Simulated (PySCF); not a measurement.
Species: C8H10NP.
SMILES with atom numbers: `[NH2:1][P:2]1[CH2:3][c:4]2[cH:5][cH:6][cH:7][cH:8][c:9]2[CH2:10]1`

Probes without a nucleus sit at each ring's centroid and 1 Å off its mean plane on both sides; NICS is minus the shielding there, NICSzz its component along the normal. Level: GIAO PBE0/pcSseg-1 (PySCF, non-relativistic, gas phase) on the GFN2-xTB geometry, one conformer.

Rings: 1. P2–C3–C4–C9–C10; 2. C4–C5–C6–C7–C8–C9.

| set | NICS(0) | NICS(1), two faces | NICS(1)zz, two faces |
| --- | --- | --- | --- |
| P | -8.1 | -11.1 / -10.8 | -27.6 / -27.1 |
| Q | -0.3 | -2.1 / -3.1 | -1.1 / -0.6 |

Question: Which set (ppm) belongs to which ring?

Answer: P = 2, Q = 1.
- 1 (5-membered ring with P; formal bonds 1 aromatic, 4 single): mean NICS(1)zz -0.9 ppm, near zero. C3, C10 have four or more neighbours, so the value isn't read as a sign of a π ring current.
- 2 (6-membered carbocycle; formal bonds all aromatic): mean NICS(1)zz -27.3 ppm, shielded. The ring is flat and has no four-coordinate atom; by the NICS criterion it is aromatic, though in fused rings the probe also feels the neighbouring ring.

Question: How do the rings differ in shape?

Answer: 
| ring | bond lengths (Å) | rms pucker (Å) | HOMA | nearest outside atom to a NICS(1) probe (Å) |
| --- | --- | --- | --- | --- |
| 1 | 1.885, 1.497, 1.394, 1.497, 1.866 | 0.16 | – | hydrogen 1.37 |
| 2 | 1.384, 1.386, 1.385, 1.386, 1.384, 1.394 | 0.00 | 1.00 | hydrogen 2.66 |

HOMA = 1 − mean of α(R − Ropt)² over the ring bonds, with Krygowski's 1993 parameters (CC: Ropt 1.388 Å, α 257.7 Å⁻²). A dash marks a ring with a four-coordinate atom, a triple bond, no multiple bond or a kind of bond without parameters.
